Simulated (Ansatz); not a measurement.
Relaxation of ClF2HHfO (6 atoms, charge 0, multiplicity 1), to a largest force component of 0.02 eV/Å in at most 40 steps.

Computed with RKS PBE0-D4/def2-SVP (Ansatz).

```xyz
6
Properties=species:S:1:pos:R:3
Hf 0.000 0.000 0.000
O 0.000 0.000 2.070
H -0.909 -0.281 2.407
F 1.867 0.000 -0.659
F -0.933 1.616 -0.659
Cl -1.187 -2.056 -0.839
```

Where does it end, and by what steps?

The forces met the threshold. After 7 steps the energy has fallen by 0.828 eV; H3 moved furthest, 0.60 Å.

```csv
step,energy less start (eV),largest force component (eV/Å),accepted
0,0.0000,2.431,yes
1,-0.5824,1.563,yes
2,-0.6965,0.599,yes
3,-0.7307,0.370,yes
4,-0.7529,1.308,yes
5,-0.8212,0.178,yes
6,-0.8278,0.044,yes
7,-0.8281,0.013,yes
```

```xyz
6
Properties=species:S:1:pos:R:3
Hf -0.107 -0.059 -0.052
O -0.353 -0.106 1.830
H -0.467 -0.108 2.779
F 1.759 -0.013 -0.440
F -0.906 1.525 -0.749
Cl -1.088 -1.960 -1.048
```

Time of the run: 28 s on 1 thread of Intel(R) Xeon(R) 6975P-C (Granite Rapids), on a shared host, peak memory 0.23 GiB.
